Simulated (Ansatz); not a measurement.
O$_{3}$S, charge -1, doublet, geometry from GFN2-xTB (a state made from the parent by changing its charge; the spin is typed, not shown lowest) (a gas-phase anion, which may not be bound at this level); CCSD(T)/def2-SVP (Ansatz, a first-principles code).

Here is a job for Ansatz.
Ansatz 0.2 input:
```yaml
crystal:
  periodic: [false, false, false]
  atoms:
    - {symbol: O, position_ang: [-0.69438500, -1.24941139, -0.21223180]}
    - {symbol: S, position_ang: [-0.00917055, -0.00457520, 0.24346489]}
    - {symbol: O, position_ang: [-0.72815248, 1.23702084, -0.16677856]}
    - {symbol: O, position_ang: [1.44087858, 0.02154096, -0.10791941]}
basis:
  gaussian:
    orbitals: def2-SVP
total_charge: -1
magnetization: {spin_polarized: true, initial_magnetization: 1}
correlation: {method: ccsd_t}
```

Question: What does Ansatz print? Leave out banner, timings and long lists.

Answer: 
```
Functional definition: HF
539 factors; integrals over basis functions are off by at most 1.2e-3 eV
mean field evaluation 1: about -16913.4390 eV, gradient 3.5e1 eV
mean field evaluation 2: about -16913.5401 eV, gradient 3.5e1 eV
mean field evaluation 4: about -16918.2188 eV, gradient 3.0e0 eV
mean field evaluation 8: about -16918.2751 eV, gradient 6.5e-4 eV
mean field evaluation 16: about -16918.0841 eV, gradient 3.0e0 eV
mean field evaluation 32: about -16915.3321 eV, gradient 1.2e-2 eV
mean field evaluation 64: about -16915.3321 eV, gradient 1.5e-3 eV
mean field -16918.27512726 eV, -621.7351433081 hartree, gradient 3.9e-6 eV, S^2 0.773135; 1 other end points of the search recorded, 0 dependent functions left out
determinant -16918.27512726 eV, -621.7351433081 hartree, with singles and doubles -16936.90422115 eV, -622.4197498813 hartree
determinant -16915.33213509 eV, -621.6269903407 hartree, with singles and doubles -16934.28893505 eV, -622.3236398900 hartree
8 core orbitals not correlated
reference -16918.27512726 eV, -621.7351433081 hartree; 13, 12 occupied and 39, 40 virtual orbitals, 539 factors
second order -18.52839112 eV of doubles, -0.00000000 eV of singles
cycle   1  -18.62940519 eV  change   -3.1e-4 eV  update   7.4e-4
cycle   2  -18.62940404 eV  change    1.1e-6 eV  update   4.8e-4
cycle   3  -18.62916198 eV  change    2.4e-4 eV  update   2.5e-4
cycle   4  -18.62931227 eV  change   -1.5e-4 eV  update   6.0e-5
cycle   5  -18.62941243 eV  change   -1.0e-4 eV  update   1.5e-5
cycle   6  -18.62941979 eV  change   -7.4e-6 eV  update   5.5e-6
perturbative correction -0.57988495 eV, -0.0213103789 hartree
Total energy: -16937.48443200 eV, -622.4410722367 hartree
```
